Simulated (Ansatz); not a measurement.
Species: C₂H₄B, charge -1, multiplicity 1. It need not be the lowest isomer of its formula. Whether it binds its extra electron was not tested at this geometry. 
Structure (B3LYP-D3(BJ)/def2-TZVP (Ansatz, a quantum-chemistry and plane-wave program) minimum search):
SMILES: BC=[CH-]
```xyz
7

B     -0.1439     0.2456     0.9969
H     -1.1644     0.8084     1.3460
H      0.8127     0.3897     1.7346
C     -0.1027    -0.6882    -0.2192
C      0.2660     0.3504    -0.9757
H     -0.2534    -1.7090    -0.5521
H      0.3449     1.3097    -0.3436
```
Charge -1, spin multiplicity 1.

Basis-set convergence of Hartree-Fock and CCSD correlation energies (hartree) with Ansatz. Cores are frozen in the correlated levels unless marked. Spin-orbit coupling is left out. No relativistic terms. This anion needs diffuse functions, which these sets lack.

```json
[
 {"basis": "cc-pVDZ", "functions": "-", "E(HF)": "-102.61765", "E(corr, CCSD)": "-0.41219"},
 {"basis": "cc-pVTZ", "functions": "146", "E(HF)": "…", "E(corr, CCSD)": "…"}
]
```

Question: Complete the blanks.

Answer: 
- cc-pVTZ, E(HF): -102.65029
- cc-pVTZ, E(corr, CCSD): -0.48417
